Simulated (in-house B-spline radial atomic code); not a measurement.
Ionising the indium ion In⁸⁺ with different functionals

Computed with a B-spline radial code for spherical atoms: scalar-relativistic (spin-free X2C) Hamiltonian, Fermi nucleus of rms radius 4.6156 fm, spin-polarised at highest spin, spherical fractional occupations for the functionals, the average over the highest-spin determinants for Hartree-Fock. The ionisation energy is the difference of two self-consistent energies, [Kr] 4d5 → [Kr] 4d4, without Breit or QED terms; ε is the level of the shell that loses the electron (its least bound occupied spin orbital). There is no spin-orbit coupling in this Hamiltonian.

Hybrids are left out here: with spherical fractional occupations of an open shell their exact exchange keeps a self-interaction that integer-occupation calculations don't have.

```
           method          rung  ΔSCF (eV)  -ε(4d) (eV)
     Hartree-Fock  Hartree-Fock     157.26       158.29
         LDA VWN5           LDA          ?            ?
         LDA PW92           LDA          ?            ?
LDA exchange-only           LDA     155.95       145.16
              PBE           GGA     157.64       146.81
           PBEsol           GGA     157.56       146.73
             BLYP           GGA     157.31       146.46
             RPBE           GGA     157.63       146.80
             PW91           GGA     157.72       146.89
             BP86           GGA     157.62       146.78
             AM05           GGA     157.50       146.67
             OLYP           GGA     158.28       147.41
             TPSS      meta-GGA     157.70       146.89
             SCAN      meta-GGA     158.41       147.69
           r2SCAN      meta-GGA     158.49       147.77
          revTPSS      meta-GGA     157.64       146.83
```

What does LDA VWN5 give?

ΔSCF 157.61 eV, and -ε(4d) = 146.77 eV.

What does LDA PW92 give?

ΔSCF 157.60 eV, and -ε(4d) = 146.76 eV.

How do they compare with the NIST value?

NIST lists 156 eV ± 2.2 (tabulated theory, ground level to ground level). Errors run from -0.05 to +2.49 eV; all lie within about twice that uncertainty, so the table can't rank the methods. Hartree-Fock also lacks correlation.
